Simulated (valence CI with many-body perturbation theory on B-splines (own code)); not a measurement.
# Level structure of La VII

Level of theory: valence CI with perturbative core correlation (CI+MBPT): five valence electrons over a frozen Dirac-Fock core [Kr] 4d10, radial functions for each j: 7 s, 7 p, 7 d, 7 f, 4 g, 2 h, with the one-electron correlation potential Σ1 (screened to all orders), the two-electron term Σ2, the three-electron term Σ3, Breit, model QED; selected single and double excitations, second order for the rest, scaled by the run's own slope (own B-spline code, finite nucleus).

With an open or low-lying f shell, different configurations can be misplaced against each other by up to about 5,000 cm⁻¹. No measured levels were compared; by estimate levels hold to about 250 cm⁻¹ or 0.2 % of their energy and the worst to 1 %, as in measured heavy ions of charge 2 to 7; those with d or f electrons hold less well. Core correlation moves these levels by up to 19000 cm⁻¹, and in measured spectra 5 to 20 % of such shifts remained as error; rates that hang on mixing are uncertain with them. Among the levels kept, up to 680 cm⁻¹ of a level comes from second order outside the variational space, and about a tenth of that is noise between levels of different J, which matters for small intervals.

Levels 1 to 45 of 50, with energies above the lowest level, (5s^2 5p1/2^2 5p3/2) J=3/2. "Leading %" is the weight of the configuration and term that name the level; weights of strongly mixed levels are sums over their largest components and can fall short. In the jj column 3d3/2^4 stands for four electrons in 3d with j = 3/2. Lifetimes count E1, E2, E3, M1 and M2 decay at the calculated energies, and are blank where another channel may lead or the interval is too uncertain; long ones can be off by a factor of two.

| No. | Configuration | Term | J | E (cm⁻¹) | Leading % | g | Lifetime | Leading jj |
| --- | --- | --- | --- | --- | --- | --- | --- | --- |
| 1 | 5s²5p³ | ⁴S° | 3/2 | 0.0 | 65 | 1.721 |  | 5s^2 5p1/2^2 5p3/2 (77 %) |
| 2 | 5s²5p³ | ²D° | 3/2 | 19910 | 62 | 1.156 | 7.27 ms | 5s^2 5p1/2 5p3/2^2 (80 %) |
| 3 | 5s²5p³ | ²D° | 5/2 | 27064 | 95 | 1.200 | 37.5 ms | 5s^2 5p1/2 5p3/2^2 (95 %) |
| 4 | 5s²5p³ | ²P° | 1/2 | 40851 | 95 | 0.665 | 3.31 ms | 5s^2 5p1/2 5p3/2^2 (95 %) |
| 5 | 5s²5p³ | ²P° | 3/2 | 57791 | 64 | 1.258 | 1.29 ms | 5s^2 5p3/2^3 (90 %) |
| 6 | 4f5s²5p² | ⁴G° | 5/2 | 112950 | 52 | 0.784 | 2.65 ms | 4f5/2 5s^2 5p1/2^2 (85 %) |
| 7 | 4f5s²5p² | ⁴G° | 7/2 | 116600 | 27 | 1.152 | 1.16 ms | 4f7/2 5s^2 5p1/2^2 (83 %) |
| 8 | 4f5s²5p² | ⁴G° | 7/2 | 128600 | 51 | 0.994 | 2.80 ms | 4f5/2 5s^2 5p1/2 5p3/2 (84 %) |
| 9 | 4f5s²5p² | ²D° | 5/2 | 128910 | 43 | 0.993 | 746 μs | 4f5/2 5s^2 5p1/2 5p3/2 (91 %) |
| 10 | 4f5s²5p² | ⁴D° | 7/2 | 131510 | 45 | 1.147 | 709 μs | 4f7/2 5s^2 5p1/2 5p3/2 (73 %) |
| 11 | 4f5s²5p² | ⁴G° | 9/2 | 131560 | 81 | 1.179 | 9.20 ms | 4f7/2 5s^2 5p1/2 5p3/2 (76 %) |
| 12 | 4f5s²5p² | ⁴F° | 3/2 | 133200 | 50 | 0.714 | 741 μs | 4f5/2 5s^2 5p1/2 5p3/2 (94 %) |
| 13 | 4f5s²5p² | ⁴D° | 5/2 | 134200 | 51 | 1.259 | 622 μs | 4f7/2 5s^2 5p1/2 5p3/2 (88 %) |
| 14 | 4f5s²5p² | ²G° | 9/2 | 135460 | 58 | 1.172 |  | 4f7/2 5s^2 5p1/2 5p3/2 (56 %) |
| 15 | 4f5s²5p² | ⁴G° | 11/2 | 138060 | 74 | 1.229 |  | 4f7/2 5s^2 5p1/2 5p3/2 (79 %) |
| 16 | 4f5s²5p² | ²F° | 5/2 | 139500 | 41 | 1.002 | 523 μs | 4f5/2 5s^2 5p1/2 5p3/2 (84 %) |
| 17 | 4f5s²5p² | ²F° | 7/2 | 139820 | 47 | 1.170 | 1.04 ms | 4f7/2 5s^2 5p1/2 5p3/2 (70 %) |
| 18 | 4f5s²5p² | ⁴D° | 3/2 | 139840 | 52 | 1.012 | 365 μs | 4f5/2 5s^2 5p1/2 5p3/2 (60 %) |
| 19 | 4f5s²5p² | ⁴D° | 1/2 | 140150 | 83 | 0.093 | 237 μs | 4f5/2 5s^2 5p1/2 5p3/2 (68 %) |
| 20 | 5s5p⁴ | ⁴P | 5/2 | 143030 | 82 | 1.565 | 1.39 ns | 5s 5p1/2^2 5p3/2^2 (80 %) |
| 21 | 4f5s²5p² | ²G° | 9/2 | 146260 | 55 | 1.056 | 700 μs | 4f7/2 5s^2 5p1/2 5p3/2 (56 %) |
| 22 | 4f5s²5p² | ²D° | 3/2 | 146520 | 66 | 0.744 | 642 μs | 4f7/2 5s^2 5p1/2 5p3/2 (52 %) |
| 23 | 4f5s²5p² | ²G° | 7/2 | 146540 | 51 | 1.009 | 267 μs | 4f5/2 5s^2 5p1/2 5p3/2 (57 %) |
| 24 | 4f5s²5p² | ²F° | 5/2 | 150700 | 66 | 0.946 | 581 μs | 4f7/2 5s^2 5p1/2 5p3/2 (84 %) |
| 25 | 5s5p⁴ | ⁴P | 3/2 | 156830 | 78 | 1.637 | 854 ps | 5s 5p1/2 5p3/2^3 (54 %) |
| 26 | 4f5s²5p² | ²F° | 7/2 | 158700 | 33 | 1.170 | 140 μs | 4f5/2 5s^2 5p3/2^2 (56 %) |
| 27 | 4f5s²5p² | ²F° | 5/2 | 158770 | 46 | 0.972 | 319 μs | 4f5/2 5s^2 5p3/2^2 (89 %) |
| 28 | 4f5s²5p² | ⁴F° | 9/2 | 158940 | 48 | 1.220 | 2.52 ms | 4f7/2 5s^2 5p3/2^2 (91 %) |
| 29 | 5s5p⁴ | ⁴P | 1/2 | 159970 | 76 | 2.573 | 813 ps | 5s 5p1/2^2 5p3/2^2 (50 %) |
| 30 | 4f5s²5p² | ²D° | 3/2 | 163460 | 74 | 0.787 | 275 μs | 4f5/2 5s^2 5p3/2^2 (63 %) |
| 31 | 4f5s²5p² | ²H° | 11/2 | 164320 | 73 | 1.134 | 3.78 ms | 4f7/2 5s^2 5p3/2^2 (78 %) |
| 32 | 4f5s²5p² | ²H° | 9/2 | 165990 | 51 | 1.008 | 475 μs | 4f5/2 5s^2 5p3/2^2 (86 %) |
| 33 | 4f5s²5p² | ²D° | 5/2 | 171620 | 64 | 1.121 | 87.9 μs | 4f7/2 5s^2 5p3/2^2 (81 %) |
| 34 | 4f5s²5p² | ²P° | 1/2 | 171870 | 81 | 0.568 | 178 μs | 4f5/2 5s^2 5p3/2^2 (68 %) |
| 35 | 4f5s²5p² | ²F° | 7/2 | 171960 | 63 | 1.071 | 98.0 μs | 4f7/2 5s^2 5p3/2^2 (56 %) |
| 36 | 4f5s²5p² | ²P° | 3/2 | 173510 | 78 | 1.271 | 69.1 μs | 4f7/2 5s^2 5p3/2^2 (57 %) |
| 37 | 5s5p⁴ | ²D | 3/2 | 176620 | 57 | 0.975 | 525 ps | 5s 5p1/2 5p3/2^3 (47 %) |
| 38 | 5s5p⁴ | ²D | 5/2 | 183100 | 71 | 1.234 | 745 ps | 5s 5p1/2 5p3/2^3 (73 %) |
| 39 | 4f5s²5p² | ²F° | 7/2 | 185880 | 84 | 1.142 | 94.0 μs | 4f7/2 5s^2 5p3/2^2 (86 %) |
| 40 | 4f5s²5p² | ²F° | 5/2 | 186590 | 89 | 0.860 | 157 μs | 4f5/2 5s^2 5p3/2^2 (84 %) |
| 41 | 5s²5p²5d | ²P | 3/2 | 197810 | 23 | 0.996 | 537 ps | 5s^2 5p1/2^2 5d3/2 (46 %) |
| 42 | 5s5p⁴ | ²P | 1/2 | 200140 | 33 | 1.280 | 211 ps | 5s 5p1/2 5p3/2^3 (36 %) |
| 43 | 5s²5p²5d | ⁴F | 3/2 | 202290 | 51 | 0.789 | 340 ps | 5s^2 5p1/2 5p3/2 5d3/2 (32 %) |
| 44 | 5s²5p²5d | ⁴F | 5/2 | 206160 | 54 | 1.131 | 436 ps | 5s^2 5p1/2^2 5d5/2 (59 %) |
| 45 | 5s²5p²5d | ²F | 5/2 | 215470 | 62 | 0.945 | 1.41 ns | 5s^2 5p1/2 5p3/2 5d3/2 (79 %) |

The ionisation energy to 5s²5p² ³P0 of the next ion comes out as 89.271 eV (NIST: 88 ± 2 eV (theoretical)). All 50 levels together are meant to be complete up to 226090 cm⁻¹.
